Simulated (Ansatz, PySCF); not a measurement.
H₄O₄Sn, SMILES [OH][Sn]([OH])([OH])[OH].

Geometry: PBE0-D3(BJ)/def2-SVP. The structure was generated by enumeration; whether it is a known compound was not checked. The def2 effective core potentials stand for the cores of Sn; spin–orbit coupling is left out. One conformer was computed; it need not be the lowest.

Vertical ionisation energy (IE) and electron affinity (EA) in eV. Rows of orbital energies are one-electron estimates. Where ΔSCF, EOM or ADC give a negative EA the extra electron is unbound and the value depends on the basis.

| level | IE | EA |
|---|---|---|
| −ε(HOMO), −ε(LUMO), M06-2X/def2-TZVP (PySCF) | 10.93 | 0.89 |
| −ε(HOMO), −ε(LUMO), PBE/def2-TZVP (PySCF) | 7.37 | 2.81 |
| ΔSCF, PBE0/def2-SVPD (Ansatz), final states of multiplicity 2 and 2 | 11.32 | 0.40 |
| ΔSCF, PBE/def2-SVPD (Ansatz), final states of multiplicity 2 and 2 | … | … |

### Question
Some entries are withheld; supply them. (An estimate is asked for; the answer gives what the named calculation found.)

### Answer

- ΔSCF, PBE/def2-SVPD (Ansatz, a program for electronic structure), final states of multiplicity 2 and 2, IE: 10.49
- ΔSCF, PBE/def2-SVPD (Ansatz), final states of multiplicity 2 and 2, EA: 0.60

### Question
What vertical singlet–triplet gap does ΔSCF give with PBE0/def2-SVPD (Ansatz) and with PBE/def2-SVPD (Ansatz)? (Estimate from the structure and the level; the computed values follow.)

### Answer
5.34 and 4.46 eV (triplet above singlet where positive).
